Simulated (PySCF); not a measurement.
A run for PySCF: R-M06-2X/def2-TZVPPD on GeH4 (SMILES [GeH4]).

```python
from pyscf import gto, dft

mol = gto.M(
    atom='''
    Ge   -0.10565700    0.10956165    3.75704478
    H     1.09463789    0.84062693    3.13799858
    H    -0.27779779    0.56166576    5.21633339
    H     0.13452201   -1.40539714    3.71441956
    H    -1.37640897    0.45369897    2.96638513
    ''',
    basis='def2-tzvppd',
    charge=0, spin=0, verbose=4, max_memory=1800)
mf = dft.RKS(mol, xc='m062x').density_fit(auxbasis='def2-universal-jkfit')
mf.grids.level = 4
mf.conv_tol = 1e-9
mf.max_cycle = 150
mf.kernel()
mf.dip_moment()
```

Program output:

```
PySCF version 2.14.0

[INPUT] verbose = 4
[INPUT] num. atoms = 5
[INPUT] num. electrons = 36
[INPUT] charge = 0
[INPUT] spin (= nelec alpha-beta = 2S) = 0
[INPUT] symmetry False subgroup None
[INPUT] Mole.unit = angstrom
[INPUT] Symbol           X                Y                Z      unit          X                Y                Z       unit  Magmom
[INPUT]  1 Ge    -0.105657000000   0.109561650000   3.757044780000 AA   -0.199662793143   0.207041512255   7.099785671927 Bohr   0.0
[INPUT]  2 H      1.094637890000   0.840626930000   3.137998580000 AA    2.068565817672   1.588554670634   5.929957895474 Bohr   0.0
[INPUT]  3 H     -0.277797790000   0.561665760000   5.216333390000 AA   -0.524961741109   1.061394459946   9.857441481524 Bohr   0.0
[INPUT]  4 H      0.134522010000  -1.405397140000   3.714419560000 AA    0.254209756626  -2.655815690847   7.019235680127 Bohr   0.0
[INPUT]  5 H     -1.376408970000   0.453698970000   2.966385130000 AA   -2.601035988695   0.857366796297   5.605655475682 Bohr   0.0

nuclear repulsion = 45.369404487887
number of shells = 46
number of NR pGTOs = 182
number of NR cGTOs = 122
basis = def2-tzvppd
ecp = {}


******** <class 'pyscf.df.df_jk.DFRKS'> ********
method = DFRKS
initial guess = minao
damping factor = 0
level_shift factor = 0
DIIS = <class 'pyscf.scf.diis.CDIIS'>
diis_start_cycle = 1
diis_space = 8
diis_damp = 0
SCF conv_tol = 1e-09
SCF conv_tol_grad = None
SCF max_cycles = 150
direct_scf = False
XC library pyscf.dft.libxc version 7.1.2
    S. Lehtola, C. Steigemann, M. J. T. Oliveira, and M. A. L. Marques,  SoftwareX 7, 1–5 (2018)
XC functionals = m062x
    Y. Zhao and D. G. Truhlar,  Theor. Chem. Acc. 120, 215 (2008)
    Y. Zhao and D. G. Truhlar,  Theor. Chem. Acc. 120, 215 (2008)
radial grids:
    Treutler-Ahlrichs [JCP 102, 346 (1995); DOI:10.1063/1.469408] (M4) radial grids

becke partition: Becke, JCP 88, 2547 (1988); DOI:10.1063/1.454033
pruning grids: <function nwchem_prune>
grids dens level: 4
symmetrized grids: False
atomic radii adjust function: <function treutler_atomic_radii_adjust>
small_rho_cutoff = 0
Set gradient conv threshold to 3.16228e-05
Initial guess from minao.
tot grids = 93024
******** <class 'pyscf.df.df.DF'> ********
auxbasis = def2-universal-jkfit
init E= -2078.52537523765
  HOMO = -0.368195581066203  LUMO = 0.0126494632317291  gap/eV = 10.36332
cycle= 1 E= -2079.36379864934  delta_E= -0.838  |g|= 0.389  |ddm|= 1.67
  HOMO = -0.408217863742858  LUMO = 0.0207501512956823  gap/eV = 11.67281
cycle= 2 E= -2079.36809417626  delta_E= -0.0043  |g|= 0.378  |ddm|= 0.342
  HOMO = -0.398425595389582  LUMO = 0.0240476777942735  gap/eV = 11.49608
cycle= 3 E= -2079.37719140442  delta_E= -0.0091  |g|= 0.0135  |ddm|= 0.165
  HOMO = -0.396417901582425  LUMO = 0.0246762301290282  gap/eV = 11.45855
cycle= 4 E= -2079.37726691722  delta_E= -7.55e-05  |g|= 0.0024  |ddm|= 0.0195
  HOMO = -0.397131757002241  LUMO = 0.0244974889014546  gap/eV = 11.47312
cycle= 5 E= -2079.37726851463  delta_E= -1.6e-06  |g|= 0.000553  |ddm|= 0.00565
  HOMO = -0.396992827928151  LUMO = 0.0245346651595391  gap/eV = 11.47035
cycle= 6 E= -2079.37726860715  delta_E= -9.25e-08  |g|= 7.97e-05  |ddm|= 0.000683
  HOMO = -0.396993825252452  LUMO = 0.0245331905360642  gap/eV = 11.47033
cycle= 7 E= -2079.37726860932  delta_E= -2.17e-09  |g|= 5.24e-06  |ddm|= 0.000214
  HOMO = -0.396995091062796  LUMO = 0.0245327701022262  gap/eV = 11.47036
cycle= 8 E= -2079.37726860933  delta_E= -5.91e-12  |g|= 5.6e-07  |ddm|= 1.29e-05
  HOMO = -0.396994987350844  LUMO = 0.024532737290234  gap/eV = 11.47035
Extra cycle  E= -2079.37726860932  delta_E= 3.18e-12  |g|= 1.73e-07  |ddm|= 1.54e-06
converged SCF energy = -2079.37726860932
Dipole moment(X, Y, Z, Debye):  0.00260, -0.01312, -0.00776
```

The calculation finished and met its thresholds.

Cost: about 9 core-seconds (a rough figure).
